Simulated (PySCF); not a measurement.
Be(Et) (C2H5Be), SMILES [Be+][CH2]C, charge +1. Geometry optimised at B3LYP-D3(BJ)/def2-TZVP. The multiplicity is an assumed one; other spin states were not compared. The isomer is the one that the SMILES or the coordinates give; other isomers of the formula were not compared.

Computed equilibrium geometry at B3LYP-D3(BJ)/def2-TZVP (PySCF confirms it by a frequency run) as a Z-matrix, and its point group:
point group Cs.
```
C
H 1 1.0970
H 1 1.0970 2 107.34
C 1 1.5346 2 112.56 3 124.40
H 4 1.0884 1 112.39 2 57.61
H 4 1.0884 5 108.93 1 -125.23
H 4 1.0933 5 107.64 6 -116.45
Be 1 1.6918 2 103.68 3 -109.33
```
Charge +1, spin multiplicity 1.
